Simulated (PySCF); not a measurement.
## Ionising BI

RHF; B x2c-SVPall, I x2c-SVPall; spin-free X2C with a Gaussian nucleus (PySCF 2.14). Neutral (RHF): singlet (closed shell), Re = 2.141 Å, ωe = 590 cm⁻¹, De = 2.29 eV, HOMO -9.75 eV, LUMO 1.24 eV.

BI⁺ (UHF): doublet (σ ↑), Re = 1.966 Å, ωe = 811 cm⁻¹, De = 2.21 eV to B⁺ + I. The energies at the minima are -7136.48561 hartree for BI and -7136.18432 for BI⁺.

**Question.** Work out the adiabatic ionisation energy, without and with harmonic zero-point energies (1 hartree = 27.2114 eV, 1 eV = 8065.5 cm⁻¹), and the change of the bond length.

**Answer.** At HF: 0.30129 hartree = 8.199 eV between the minima; the zero-point term (811.0 − 590.0)/2 cm⁻¹ = +0.014 eV makes it 8.212 eV. Re changes by -17.5 pm against the neutral. Minus the HOMO energy is 9.75 eV, +1.55 eV from the value between the minima; Hartree–Fock orbital energies leave out relaxation and correlation. The electron leaves a σ orbital, and the shorter bond of the ion fits an antibonding orbital, or a change in how ionic the bond is.

These are scalar-relativistic numbers at best; spin–orbit coupling would shift them, the dissociation energy most. For an ion De counts to the pair picked by the measured ionisation energies or electron affinities, which need not be the lowest pair at this level. Where the molecule has an RHF reference, its open-shell atoms are computed with UHF. Hartree–Fock leaves out correlation, which carries a large part of most bond energies and some tenths to 1 eV of ionisation energies. States were picked by a PBE0 search and need not be the measured ground states.

Neutral and ion stand on different kinds of reference determinant, which adds to the error of the difference.
